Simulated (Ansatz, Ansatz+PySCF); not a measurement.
```yaml
atoms:
  - { symbol: N, position_ang: [0.0000, 0.0000, -0.4711] }
  - { symbol: H, position_ang: [0.0000, 0.0000, 3.2974] }
  - { symbol: O, position_ang: [30.0000, 0.0000, -2.1389] }
  - { symbol: O, position_ang: [30.0000, 0.0000, 2.1389] }
```

Basis set: 6-31G (spherical functions). Correlated methods keep 3 orbitals frozen. Charge 0, multiplicity 5.

Computed with Ansatz (development build ahead of 0.2.0); each method stands on the lowest determinant of its kind that the runs found.

Problem. Give the atomization energy at this shape (free ground-state atoms in the same class of orbitals less the molecule, no zero-point energy) of quintet HNO₂ in separate pieces by UHF-CCSD(T), UHF-MP2, UHF.

Solution.

```
     method  atomization energy
UHF-CCSD(T)          0.2 kJ/mol
    UHF-MP2          0.2 kJ/mol
        UHF          0.1 kJ/mol
```

Caution: the unrestricted determinant is a mixture of spin states. Caution for UHF-CCSD(T), UHF-MP2: a plain start can end on a higher determinant; bonds are stretched, where a single reference can fail.

This basis has no polarisation functions and is too small for such energies, which can lie far from measured ones in either direction.
